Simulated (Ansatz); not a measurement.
Ideal-gas functions of C₃H₄ClI, SMILES `C/C(Cl)=C\I` at 500 K and 1 bar, from an Ansatz frequency run at PBE0-D4/def2-TZVP.

Molar mass 202.42 g/mol, point group Cs (symmetry number 1), electronic degeneracy 1, moments of inertia 65.891, 690.44, 753.201 u Å². Harmonic wavenumbers (cm⁻¹, unscaled): 138, 181, 186, 245, 370, 451, 688, 712, 814, 999, 1058, 1091, 1257, 1405, 1464, 1465, 1694, 3057, 3122, 3158, 3245.

Use S(trans) = R[1.5 ln M + 2.5 ln T − 1.1517]; rotational temperatures θ = 24.2544 K / I; S(rot) = R[ln(√π/σ · √(T³/θAθBθC)) + 1.5]; for each mode x = 1.438777 ν̃/T, S = R[x/(eˣ − 1) − ln(1 − e⁻ˣ)] and H = RT x/(eˣ − 1); 1 cm⁻¹ = 0.0119627 kJ/mol; R = 8.31446 J/(mol·K).

**Question.** By hand: the entropy, in J/(mol·K).

**Answer.** Translation 185.8. Rotation: θ = 0.3681, 0.0351, 0.0322 K, giving 127.1. Vibration, mode by mode: 16.05, 13.83, 13.61, 11.39, 8.18, 6.71, 3.87, 3.67, 2.91, 1.91, 1.67, 1.55, 1.06, 0.75, 0.65, 0.65, 0.38, 0.01, 0.01, 0.01, 0.01, in all 88.9. Electronic 0.0. Sum 401.8 J/(mol·K).

**Question.** By hand: H − E and G − E in kJ/mol, counted from the electronic energy.

**Answer.** Zero-point energy ½ × 26800 × 0.0119627 = 160.3; thermal vibration 23.9; translation, rotation and pV give 4 RT = 16.6. H − E = 200.8 kJ/mol, and G − E = 200.8 − 500 × 401.8/1000 = -0.1 kJ/mol.

Vibration gives 22 % of the entropy, 16.0 J/(mol·K) of it from the mode under 150 cm⁻¹: soft modes count most, and the harmonic formula is weakest for them.
